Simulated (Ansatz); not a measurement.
Isomers of C2H6FNSn, relaxed with PBE0-D4/def2-TZVP in Ansatz; electronic energies, one conformer each and not always the lowest. Functionals use def2-TZVPP; CBS adds triple-zeta CCSD(T) − MP2 to the MP2 limit of def2-TZVPP and def2-QZVPP.

Elements past krypton have def2 core potentials. Outer-core shells of Sn are correlated without core-valence functions. Spin–orbit coupling is left out.

Q: Order them by energy at frozen-core CCSD(T)/CBS, lowest first. (Estimate.)
A. `[F][SnH]1[CH2]N[CH2]1`
B. `C=C(F)[NH][SnH3]`
C. `C[N](C)[Sn][F]`

A: C (0.0 kcal/mol), A (48.2 kcal/mol), B (61.8 kcal/mol).

Q: How do B2PLYP, MP2/CBS(def2), B3LYP, B3LYP-D4 place them (kcal/mol, against `C[N](C)[Sn][F]`)? (An estimate is asked.)

A: Computed: 
```tsv
isomer	B2PLYP	MP2/CBS(def2)	B3LYP	B3LYP-D4
`[F][SnH]1[CH2]N[CH2]1`	52.0	50.3	52.7	53.5
`C=C(F)[NH][SnH3]`	61.9	67.2	61.3	62.2
```

B3LYP here is the variant with VWN-RPA as its local correlation; programs differ in this.
